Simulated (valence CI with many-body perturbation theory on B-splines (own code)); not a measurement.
# Pr LV: electric-dipole lines

Method: configuration interaction combined with many-body perturbation theory (CI+MBPT): three valence electrons over a frozen Dirac-Fock core [He], a basis of 11 s, 11 p, 9 d, 7 f, 5 g, 2 h, 1 i functions for each j, with the one-electron correlation potential Σ1, the two-electron term Σ2, the three-electron term Σ3, Breit, model QED; selected CI, second order for the rest (own B-spline code, finite nucleus).

The last digits are not significant, and no measured levels were compared; by estimate large intervals hold to a few tenths of a per cent, small ones and those within an open d or f shell to about a per cent.

Lines 151 to 200 of 284 in falling wavelength, among levels below 7521.8 eV, chosen from the strongest by gf and those to the six lowest levels. Wavelengths and rates use the calculated energies. Electric multipoles are in the length gauge, E1 and E2 with the static RPA response of the core. Weak lines are less certain than strong ones. Lines between different terms over intervals too small for the method are left out, as are lines whose strength nearly cancels. The highest levels of a list are the least certain.

Levels are named by their leading jj configuration (3d3/2^4 stands for four electrons in 3d with j = 3/2), which in mixed levels can hold well under half, so a name can repeat and another be missing. Letters in brackets count levels of one name in rising energy.

| λ vac (nm) | Upper | Lower | A (s⁻¹) | S (a.u.) |
| --- | --- | --- | --- | --- |
| 0.2045 | (2s^2 3d3/2) J=3/2 | (2s^2 2p3/2) J=3/2 | 1.10e+14 | 1.86e-03 |
| 0.2045 | (2p1/2^2 3p1/2) J=1/2 | (2s 2p1/2 2p3/2) J=3/2 [a] | 5.94e+12 | 5.01e-05 |
| 0.2045 | (2s 2p1/2 3d5/2) J=5/2 [a] | (2s 2p1/2 2p3/2) J=5/2 | 2.21e+13 | 5.59e-04 |
| 0.2043 | (2s 2p1/2 3d3/2) J=5/2 | (2s 2p1/2 2p3/2) J=3/2 [a] | 2.23e+13 | 5.64e-04 |
| 0.2043 | (2p1/2 2p3/2 3d5/2) J=5/2 [b] | (2p1/2 2p3/2^2) J=3/2 | 5.80e+14 | 1.47e-02 |
| 0.2040 | (2s 2p3/2 3d5/2) J=5/2 [b] | (2s 2p3/2^2) J=3/2 | 8.77e+14 | 2.21e-02 |
| 0.2039 | (2s 2p3/2 3d5/2) J=3/2 [b] | (2s 2p3/2^2) J=3/2 | 1.98e+14 | 3.31e-03 |
| 0.2039 | (2s 2p3/2 3d5/2) J=3/2 [b] | (2s 2p3/2^2) J=1/2 | 4.17e+14 | 6.98e-03 |
| 0.2038 | (2s 2p1/2 3d3/2) J=3/2 [b] | (2s 2p1/2 2p3/2) J=3/2 [a] | 6.96e+13 | 1.16e-03 |
| 0.2037 | (2s 2p1/2 3d5/2) J=7/2 | (2s 2p1/2 2p3/2) J=5/2 | 5.92e+14 | 1.98e-02 |
| 0.2037 | (2s 2p3/2 3d5/2) J=5/2 [a] | (2s 2p3/2^2) J=5/2 | 4.51e+14 | 1.13e-02 |
| 0.2036 | (2s 2p3/2 3d5/2) J=3/2 [a] | (2s 2p3/2^2) J=5/2 | 8.70e+13 | 1.45e-03 |
| 0.2034 | (2s 2p1/2 3d3/2) J=1/2 | (2s 2p1/2 2p3/2) J=3/2 [a] | 1.04e+13 | 8.61e-05 |
| 0.2034 | (2s 2p3/2 3d5/2) J=7/2 [a] | (2s 2p3/2^2) J=5/2 | 8.67e+14 | 2.88e-02 |
| 0.2034 | (2s 2p1/2 3d5/2) J=5/2 [b] | (2s 2p1/2 2p3/2) J=5/2 | 6.49e+13 | 1.62e-03 |
| 0.2034 | (2s 2p1/2 3d5/2) J=3/2 | (2s 2p1/2 2p3/2) J=5/2 | 3.06e+12 | 5.07e-05 |
| 0.2033 | (2s 2p1/2 3d5/2) J=5/2 [a] | (2s 2p1/2 2p3/2) J=3/2 [a] | 5.43e+14 | 1.35e-02 |
| 0.2031 | (2s^2 3d5/2) J=5/2 | (2s^2 2p3/2) J=3/2 | 6.25e+14 | 1.55e-02 |
| 0.2028 | (2s 2p3/2 3d3/2) J=5/2 [b] | (2s 2p3/2^2) J=5/2 | 3.88e+13 | 9.58e-04 |
| 0.2022 | (2s 2p1/2 3d5/2) J=5/2 [b] | (2s 2p1/2 2p3/2) J=3/2 [a] | 5.00e+13 | 1.23e-03 |
| 0.2022 | (2s 2p1/2 3d5/2) J=3/2 | (2s 2p1/2 2p3/2) J=3/2 [a] | 2.17e+13 | 3.54e-04 |
| 0.2017 | (2s 2p3/2 3d5/2) J=7/2 [b] | (2s 2p3/2^2) J=5/2 | 2.11e+14 | 6.82e-03 |
| 0.2016 | (2p1/2^2 3p3/2) J=3/2 | (2s 2p1/2 2p3/2) J=1/2 | 1.23e+13 | 2.00e-04 |
| 0.2011 | (2s 2p1/2 3p3/2) J=5/2 | (2s^2 2p3/2) J=3/2 | 1.24e+13 | 3.00e-04 |
| 0.1984 | (2s 2p3/2 3s) J=3/2 [a] | (2s 2p1/2 2p3/2) J=1/2 | 2.39e+12 | 3.69e-05 |
| 0.1980 | (2s 2p1/2 3s) J=1/2 [a] | (2s 2p1/2^2) J=1/2 | 1.35e+13 | 1.03e-04 |
| 0.1974 | (2s 2p1/2 3s) J=3/2 | (2s 2p1/2^2) J=1/2 | 2.51e+13 | 3.82e-04 |
| 0.1973 | (2s 2p3/2 3s) J=5/2 | (2s 2p1/2 2p3/2) J=5/2 | 1.82e+13 | 4.15e-04 |
| 0.1967 | (2s 2p3/2 3s) J=3/2 [a] | (2s 2p1/2 2p3/2) J=5/2 | 1.37e+13 | 2.06e-04 |
| 0.1966 | (2s 2p1/2 3s) J=1/2 [b] | (2s 2p1/2^2) J=1/2 | 3.71e+12 | 2.78e-05 |
| 0.1966 | (2s 2p3/2 3s) J=1/2 | (2s 2p1/2 2p3/2) J=1/2 | 4.94e+12 | 3.71e-05 |
| 0.1965 | (2s 2p3/2 3s) J=3/2 [b] | (2s 2p1/2 2p3/2) J=1/2 | 6.78e+12 | 1.02e-04 |
| 0.1962 | (2s 2p3/2 3s) J=5/2 | (2s 2p1/2 2p3/2) J=3/2 [a] | 1.13e+13 | 2.53e-04 |
| 0.1961 | (2s^2 3s) J=1/2 | (2s^2 2p1/2) J=1/2 | 2.60e+13 | 1.93e-04 |
| 0.1956 | (2s 2p3/2 3s) J=3/2 [a] | (2s 2p1/2 2p3/2) J=3/2 [a] | 4.27e+12 | 6.31e-05 |
| 0.1950 | (2s^2 3p3/2) J=3/2 | (2s 2p1/2^2) J=1/2 | 5.74e+12 | 8.41e-05 |
| 0.1948 | (2s 2p3/2 3s) J=3/2 [b] | (2s 2p1/2 2p3/2) J=5/2 | 5.08e+11 | 7.41e-06 |
| 0.1938 | (2s 2p3/2 3s) J=3/2 [b] | (2s 2p1/2 2p3/2) J=3/2 [a] | 5.22e+11 | 7.49e-06 |
| 0.1920 | (2p1/2^2 3d5/2) J=5/2 | (2s^2 2p3/2) J=3/2 | 3.52e+11 | 7.38e-06 |
| 0.1914 | (2p1/2 2p3/2 3p1/2) J=1/2 | (2s 2p1/2 2p3/2) J=1/2 | 3.17e+13 | 2.19e-04 |
| 0.1912 | (2p1/2 2p3/2 3p1/2) J=3/2 [a] | (2s 2p1/2 2p3/2) J=1/2 | 9.17e+13 | 1.27e-03 |
| 0.1911 | (2p1/2 2p3/2 3d3/2) J=3/2 [a] | (2p1/2^2 2p3/2) J=3/2 | 9.80e+13 | 1.35e-03 |
| 0.1910 | (2s 2p3/2 3d3/2) J=5/2 [a] | (2s 2p1/2 2p3/2) J=3/2 [b] | 5.18e+13 | 1.07e-03 |
| 0.1907 | (2s 2p1/2 3p1/2) J=1/2 [a] | (2s^2 2p1/2) J=1/2 | 7.12e+13 | 4.87e-04 |
| 0.1906 | (2p1/2 2p3/2 3p1/2) J=5/2 | (2s 2p1/2 2p3/2) J=3/2 [b] | 1.30e+14 | 2.67e-03 |
| 0.1906 | (2s 2p3/2 3d3/2) J=3/2 [a] | (2s 2p1/2 2p3/2) J=1/2 | 1.43e+13 | 1.95e-04 |
| 0.1905 | (2s 2p3/2 3d3/2) J=1/2 [a] | (2s 2p1/2 2p3/2) J=1/2 | 3.81e+12 | 2.60e-05 |
| 0.1903 | (2p1/2 2p3/2 3d3/2) J=5/2 [b] | (2p1/2^2 2p3/2) J=3/2 | 6.77e+14 | 1.38e-02 |
| 0.1902 | (2s 2p1/2 3d3/2) J=3/2 [a] | (2s 2p1/2^2) J=1/2 | 6.50e+13 | 8.83e-04 |
| 0.1902 | (2s 2p3/2 3p1/2) J=3/2 [a] | (2s^2 2p3/2) J=3/2 | 6.22e+13 | 8.45e-04 |
